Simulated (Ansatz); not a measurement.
Si(vinyl)(NHEt)3 (C8H21N3Si). The state is a triplet with charge 0. Geometry r2SCAN-D4/def2-SVP, that of the neutral singlet; atoms count from 1.

```xyz
33

Si   -0.2694    0.2112    0.1319
C    -0.2084    2.0349   -0.2989
C    -1.2859    2.7855   -0.5839
H     0.7747    2.5308   -0.3336
H    -2.2939    2.3511   -0.5843
H    -1.2163    3.8515   -0.8355
N    -1.9000   -0.0985    0.6286
C    -2.4861   -1.4261    0.7073
C    -2.2875   -2.1252    2.0509
H    -2.3749    0.5959    1.1998
H    -3.5661   -1.3750    0.4700
H    -2.0287   -2.0344   -0.0932
H    -1.2128   -2.2512    2.2603
H    -2.7612   -3.1210    2.0624
H    -2.7268   -1.5351    2.8732
N     0.8474   -0.2788    1.3742
C     2.2950   -0.1724    1.3069
C     2.8636    1.0668    1.9942
H     0.4874   -0.2874    2.3259
H     2.7678   -1.0762    1.7414
H     2.5812   -0.1699    0.2400
H     2.4586    1.9881    1.5455
H     3.9633    1.0989    1.9210
H     2.6001    1.0763    3.0655
N     0.1999   -0.7213   -1.2441
C    -0.0960   -0.4398   -2.6360
C     1.1407   -0.0759   -3.4508
H     0.7705   -1.5487   -1.0888
H    -0.6121   -1.2989   -3.1099
H    -0.8161    0.3957   -2.6690
H     1.6233    0.8248   -3.0380
H     0.8875    0.1174   -4.5061
H     1.8810   -0.8932   -3.4268
```

At PBE0-D4/def2-SVP a singlet of charge 0 lies 4.07 eV below the triplet at the same geometry.

Q: Estimate the Mulliken populations of the heavy atoms from the PBE0/def2-SVP orbitals of Ansatz.

A: 
```tsv
atom	charge (e)	spin (α − β)
Si1	0.75	-0.03
C2	-0.30	1.01
C3	-0.08	1.09
N7	-0.45	0.01
C8	0.06	0.00
C9	-0.09	0.00
N16	-0.44	0.04
C17	0.06	0.00
C18	-0.09	0.00
N25	-0.45	0.03
C26	0.07	0.01
C27	-0.09	0.00
```
Mulliken values depend strongly on the basis.

Q: Where does the spin sit?

A: Summed by element: Si -0.03, C 2.11, H -0.17, N 0.08, of 2 unpaired in all. Largest on single atoms: C3 1.09, C2 1.01, H6 -0.06.

Q: And the Mayer bond orders between heavy atoms (over 0.3)?

A: Si1–C2 0.97 (1.87 Å); Si1–N7 1.11 (1.73 Å); Si1–N16 1.08 (1.74 Å); Si1–N25 1.09 (1.73 Å); C2–C3 0.96 (1.34 Å); N7–C8 1.02 (1.45 Å); C8–C9 1.08 (1.53 Å); N16–C17 1.01 (1.45 Å); C17–C18 1.08 (1.53 Å); N25–C26 1.00 (1.45 Å); C26–C27 1.08 (1.52 Å).
